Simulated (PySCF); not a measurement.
Simulation results for CH6BGe, BGeH4, B2GeH5O

Computed with PySCF 2.14.0. Calculation on a computer-drawn molecule: the log of a Hartree-Fock and frozen-core CCSD(T) single point meant for a local Hartree-Fock minimum, with one planted fault or none, to be diagnosed. Offsets are logged minus clean, where the clean run is the same molecule without the fault. The reference is restricted for singlets and unrestricted otherwise, and also for a bond in bohr or an excited solution. Adding or removing an electron swaps singlet and doublet. The excited solution moves the top pair (singlet) or top alpha electron (doublet) to the lowest empty orbital. Highest occupied and lowest empty are orbital energies over both spins, largest force is the largest gradient component, triples share is (T) over the correlation energy, the T1 limit is 0.02 restricted and 0.045 unrestricted, electrons count all cores, a negative frequency is imaginary (commonest isotopes), and the dipole is about the centre of nuclear charge; on germanium a core potential holds 10 electrons, which the energies leave out, and 3d is frozen in MP2 and coupled-cluster steps.

Common to all runs: meant multiplicity 1; logged SCF converged yes; logged CC converged yes; logged SCF stable within its kind yes; possible faults no fault, one electron removed, one electron added, multiplicity raised by two, geometry at a saddle point, SCF held on an excited solution, minimal basis STO-3G, one bond length entered in bohr, all coordinates scaled.

(1) 
```xyz
9
formula=CH6BGe meant_charge=-1 meant_basis=aug-cc-pVDZ meant_basis_and_core_potential_on_germanium=aug-cc-pVDZ-PP_ECP10MDF logged_electrons=50 logged_basis_functions=132 logged_spin_squared=0 logged_highest_occupied=-1.333 logged_lowest_empty=3.7308 logged_largest_force=0.025076 logged_T1_diagnostic=0.022498 logged_D1_diagnostic=0.084377 logged_triples_share=0.040571 logged_dipole_magnitude=3.4726 logged_energy_HF=-359.37579 logged_energy_CCSD(T)=-359.81759 planted_fault=all_coordinates_scaled,by_+4.0_% HF_energy_offset_from_clean_run=6.231 CCSD(T)_energy_offset_from_clean_run=2.748
B     -2.2553     0.6178     1.8613
Ge    -1.0536     2.2595     1.8424
C      0.7425     2.2889     0.7688
H     -1.7691    -0.5341     1.6961
H     -3.4346     0.6936     2.2963
H     -1.6844     3.7434     1.6730
H      1.1793     1.2394     0.7476
H      0.5978     2.6337    -0.3052
H      1.5040     2.9749     1.2601
```

Units: logged_highest_occupied, logged_lowest_empty in eV; logged_largest_force in hartree/bohr; logged_dipole_magnitude in debye; logged_energy_HF, logged_energy_CCSD(T) in hartree; HF_energy_offset_from_clean_run, CCSD(T)_energy_offset_from_clean_run in kcal/mol.

Drawn bonds:
| atom | other atom | order |
| --- | --- | --- |
| 1 | 2 | 1 |
| 2 | 3 | 1 |
| 1 | 4 | 1 |
| 1 | 5 | 1 |
| 2 | 6 | 1 |
| 3 | 7 | 1 |
| 3 | 8 | 1 |
| 3 | 9 | 1 |

Notes: T1 above single-reference limit.

(2) 
```xyz
6
formula=BGeH4 meant_charge=1 meant_basis=cc-pVDZ meant_basis_and_core_potential_on_germanium=cc-pVDZ-PP_ECP10MDF logged_electrons=40 logged_basis_functions=57 logged_spin_squared=0.7201 logged_highest_occupied=-15.731 logged_lowest_empty=-5.9716 logged_largest_force=0.018866 logged_T1_diagnostic=0.08185 logged_D1_diagnostic=0.27242 logged_triples_share=0.036118 logged_dipole_magnitude=0.65917 logged_energy_HF=-319.94727 logged_energy_CCSD(T)=-320.14159 planted_fault=one_bond_length_entered_in_bohr,row_2_of_the_drawn_bonds HF_energy_offset_from_clean_run=76.62 CCSD(T)_energy_offset_from_clean_run=76.59
B      1.5879     1.0631    -0.1240
Ge     1.6869     0.9339    -2.2042
H      1.8576    -0.8399     1.0361
H      1.3937     2.1374     0.3447
H      2.9794     1.0887    -2.9845
H      0.4731     0.6763    -3.0781
```

Units: logged_highest_occupied, logged_lowest_empty in eV; logged_largest_force in hartree/bohr; logged_dipole_magnitude in debye; logged_energy_HF, logged_energy_CCSD(T) in hartree; HF_energy_offset_from_clean_run, CCSD(T)_energy_offset_from_clean_run in kcal/mol.

Drawn bonds:
| atom | other atom | order |
| --- | --- | --- |
| 1 | 2 | 1 |
| 1 | 3 | 1 |
| 1 | 4 | 1 |
| 2 | 5 | 1 |
| 2 | 6 | 1 |

Notes: T1 above single-reference limit.

(3) 
```xyz
9
formula=B2GeH5O meant_charge=1 meant_basis=cc-pVDZ meant_basis_and_core_potential_on_germanium=cc-pVDZ-PP_ECP10MDF logged_electrons=55 logged_basis_functions=90 logged_spin_squared=0.7635 logged_highest_occupied=-5.0984 logged_lowest_empty=1.4052 logged_largest_force=0.029003 logged_T1_diagnostic=0.024627 logged_D1_diagnostic=0.12506 logged_triples_share=0.02913 logged_dipole_magnitude=11.077 logged_energy_HF=-420.41933 logged_energy_CCSD(T)=-420.91807 planted_fault=one_electron_added HF_energy_offset_from_clean_run=-91.69 CCSD(T)_energy_offset_from_clean_run=-105.8
B     -0.2353    -0.9477     0.3097
Ge     0.3621     0.5825    -0.9910
B      0.4843     2.4255     0.1046
O      0.5306     3.4474     0.8070
H     -0.4500    -0.7307     1.4599
H     -0.3442    -2.0314    -0.1694
H      1.7827     0.5055    -1.5342
H     -0.6280     0.9868    -2.0751
H      0.7308     4.3775     0.7460
```

Units: logged_highest_occupied, logged_lowest_empty in eV; logged_largest_force in hartree/bohr; logged_dipole_magnitude in debye; logged_energy_HF, logged_energy_CCSD(T) in hartree; HF_energy_offset_from_clean_run, CCSD(T)_energy_offset_from_clean_run in kcal/mol.

Drawn bonds:
| atom | other atom | order |
| --- | --- | --- |
| 1 | 2 | 1 |
| 2 | 3 | 1 |
| 3 | 4 | 1 |
| 1 | 5 | 1 |
| 1 | 6 | 1 |
| 2 | 7 | 1 |
| 2 | 8 | 1 |
| 4 | 9 | 1 |
